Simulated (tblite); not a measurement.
Start geometry of `C#CC1=CC=CC(C)=[C]1` [radical] from a force field or distance geometry (Å):
```
atom  x, y, z in Å
C1     3.2781    1.7900    0.9507
C2     2.3234    1.1296    0.6096
C3     1.2185    0.3260    0.2270
C4    -0.0745    0.8784    0.2807
C5    -1.1870    0.1168   -0.0927
C6    -2.5630    0.7054    0.0126
C7    -0.9990   -1.1961   -0.5378
C8     0.2907   -1.7396   -0.5960
C9     1.3952   -0.9831   -0.2221
H10    4.0982    2.3861    1.2513
H11   -3.1955    0.3705   -0.8141
H12   -2.5245    1.7969   -0.0207
H13   -3.0228    0.4048    0.9712
H14   -1.8495   -1.8087   -0.8256
H15    0.4201   -2.7580   -0.9410
H16    2.3840   -1.4097   -0.2646
```

Q: What comes out of this run: GFN2-xTB geometry optimisation, gas phase (tblite)?

A: 
```
atom  x, y, z in Å
C1     3.2831    1.7788    0.9443
C2     2.3315    1.1228    0.6203
C3     1.2146    0.3446    0.2354
C4    -0.0730    0.8176    0.2782
C5    -1.1924    0.1237   -0.0802
C6    -2.5716    0.7031    0.0065
C7    -0.9888   -1.1880   -0.5248
C8     0.2876   -1.7190   -0.5883
C9     1.3891   -0.9742   -0.2167
H10    4.1097    2.3578    1.2308
H11   -3.1925    0.3443   -0.8115
H12   -2.5322    1.7887   -0.0235
H13   -3.0412    0.4045    0.9442
H14   -1.8445   -1.7789   -0.8208
H15    0.4250   -2.7332   -0.9364
H16    2.3877   -1.3835   -0.2689
```

The energy falls by 2.7 kcal/mol over 30 L-BFGS steps, the largest force on an atom goes from 2.37 to 0.010 eV/Å, and the atoms move by 0.027 Å rms after alignment. Among the bonds, C3–C4 and C4–C5 change most and about equally (-0.035 to -0.034 Å). Bonds longer at the end by more than 0.005 Å: 1 of 16; shorter: 10. Among the angles that change most is C3–C4–C5, from 120.5° to 125.9°. Rotational constants go from 3374, 1204, 892.2 to 3451, 1202, 896.6 MHz. The orientation of the end geometry is arbitrary; only internal coordinates are fixed.

GFN2-xTB frequencies show an imaginary mode (40i cm⁻¹), so the point is no minimum at that level.

All values are computed, not measured.
